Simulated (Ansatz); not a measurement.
`FC1C=C1[SiH3]` → `F[SiH]1C=CC1`  (isomerisation)

Gas-phase electronic energies from Ansatz, PBE0-D4/def2-TZVP geometries. CCSD(T)/CBS adds triple-zeta CCSD(T) − MP2 to the extrapolated MP2 energy (def2 sets, frozen cores). DFT in def2-TZVPP. B3LYP here is the variant with VWN-RPA as its local correlation; programs differ in this.

```tsv
level	ΔE (kcal/mol)	difference from CCSD(T)/CBS
PBE0-D4	-77.1	3.6
B3LYP-D4	-76.2	4.5
ωB97X-V	-76.6	4.1
r2SCAN	-77.4	3.3
PBE0	-76.9	3.8
HF/def2-TZVPP	-78.4	2.3
MP2/def2-TZVPP	-81.4	-0.7
SCS-MP2/def2-TZVPP	-79.7	1.0
CCSD/def2-TZVPP	-79.9	0.8
HF/CBS(def2)	-78.9	1.8
CCSD(T)/CBS	-80.7	0
```

Largest T1 diagnostic among the species: 0.012.

From PBE to PBE0 (25 % exact exchange), in def2-TZVPP and without D4, ΔE moves by −2.9 kcal/mol. In def2-TZVPP, CCSD(T) changes the Hartree–Fock value by −1.3 kcal/mol (the triples alone add +0.2 kcal/mol) and MP2 by −3.0 kcal/mol.
